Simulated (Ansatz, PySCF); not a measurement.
Ligands exchanged one at a time, Al OH-NH2. All species are isolated molecules in the gas phase. One relaxed conformer stands for each flexible species; it need not be the lowest. Strings in code marks are SMILES.

Quantity: vertical ionisation energy (energy after one electron is removed minus that of the parent at the parent's geometry), in eV.

Level 1: frozen-core CCSD(T)/cc-pVTZ // B3LYP-D3(BJ)/def2-TZVP (Ansatz, an electronic-structure program)
Level 2: minus the HOMO energy of HF/3-21G // B3LYP-D3(BJ)/def2-TZVP (PySCF)
Level 3: minus the HOMO energy of SVWN5/6-31G* // B3LYP-D3(BJ)/def2-TZVP (PySCF)
Level 4: HF/cc-pVTZ // B3LYP-D3(BJ)/def2-TZVP (Ansatz)

| species | level 1 | level 2 | level 3 | level 4 |
|---|---|---|---|---|
| `[NH2][Al]([NH2])[NH2]` | 9.24 | 9.63 | 4.85 | 7.99 |
| `[OH][Al]([OH])[OH]` | 12.00 | 12.62 | 6.92 | 10.55 |
| `[NH2][Al]([OH])[OH]` (O–Al–O–H torsion 0°, O–Al–O–H torsion -180°) | 9.89 | 10.42 | 5.53 | 8.51 |
